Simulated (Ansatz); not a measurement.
C2H6AlNOSi (`OC1=[C]([AlH2])[SiH2]N1`), relaxed with RKS PBE-D4/def2-SVP in Ansatz from a rough embedded geometry. The force threshold is 0.03 eV/Å; the program also tests the step.

Total charge 0; spin multiplicity 1.

Start:

```xyz
12

O    -2.376    0.254   -0.099
C    -0.969    0.502    0.191
C     0.200   -0.246   -0.101
Al    0.421   -1.892   -1.032
Si    1.224    0.890    0.675
N    -0.291    1.627    0.907
H    -2.622   -0.541   -0.595
H    -0.776   -2.715   -1.639
H     1.971   -2.457   -1.245
H     1.804    0.406    1.891
H     2.056    1.668   -0.311
H    -0.641    2.505    1.359
```

Problem. How much energy does the relaxation release, and in how many steps? (Best estimate.)

Solution. Computed: 170.08 kJ/mol, in 13 steps.

Problem. Which bonds change most? (Best estimate.)

Solution. The calculation gave: C3–Si5 from 1.714 to 1.858 Å; C2–N6 from 1.497 to 1.371 Å; O1–C2 from 1.458 to 1.336 Å; Si5–N6 from 1.701 to 1.816 Å.

Problem. Give the relaxed structure. (Best estimate.)

Solution. Computed: 
```xyz
12

O    -2.045    0.158   -0.124
C    -0.765    0.414    0.158
C     0.401   -0.330   -0.150
Al    0.332   -1.960   -1.094
Si    1.297    1.036    0.733
N    -0.440    1.551    0.850
H    -2.063   -0.697   -0.620
H    -1.209   -2.331   -1.470
H     1.536   -2.919   -1.520
H     1.922    0.805    2.082
H     2.141    2.024   -0.025
H    -1.106    2.248    1.180
```
